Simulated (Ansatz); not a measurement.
Ansatz (a quantum-chemistry and plane-wave program) input file for BGeH₅O, SMILES [GeH3][O]B, PBE0/def2-SVPD. Coordinates come from a PBE0-D3(BJ)/def2-SVP optimisation.

Ansatz 0.2 input:
```yaml
crystal:
  periodic: [false, false, false]
  atoms:
    - {symbol: O, position_ang: [-0.51319409, 1.05462656, 0.00000000]}
    - {symbol: Ge, position_ang: [0.03780481, -0.66463685, -0.00000000]}
    - {symbol: H, position_ang: [-0.55063114, -1.29347001, 1.26946425]}
    - {symbol: H, position_ang: [-0.55063113, -1.29347001, -1.26946425]}
    - {symbol: H, position_ang: [1.57506633, -0.67581854, 0.00000001]}
    - {symbol: B, position_ang: [0.25194221, 2.15700084, -0.00000000]}
    - {symbol: H, position_ang: [1.46893473, 2.07521971, 0.00000000]}
    - {symbol: H, position_ang: [-0.30665092, 3.23390127, -0.00000001]}
basis:
  gaussian:
    orbitals: def2-SVPD
hamiltonian:
  xc: {name: PBE0}
```

Log of the run:

```
WARN ansatz: RAYON_NUM_THREADS=1 ignored (pool sized by the plan → 1); use --threads N
Functional definition: PBE0
integrals: 0.05 GiB planned
1108 factors; their error is unknown
mean field: 0.46 GiB planned
mean field evaluation 1: about -59300.1311 eV, gradient 4.9e1 eV
mean field evaluation 2: about -59287.7708 eV, gradient 9.3e1 eV
mean field evaluation 4: about -59304.2755 eV, gradient 3.8e0 eV
mean field evaluation 8: about -59304.2956 eV, gradient 9.6e-3 eV
mean field -59304.47741563 eV, -2179.3993470060 hartree, gradient 7.3e-5 eV, S^2 0.000000; 0 other end points of the search recorded, 0 dependent functions left out
reference -59304.47744734 eV, -2179.3993481711 hartree; 25, 25 occupied and 96, 96 virtual orbitals, 1108 factors
Total energy: -59304.47744734 eV, -2179.3993481711 hartree
```

Self-consistency was reached.

Cost: around 3 core-seconds (rough).
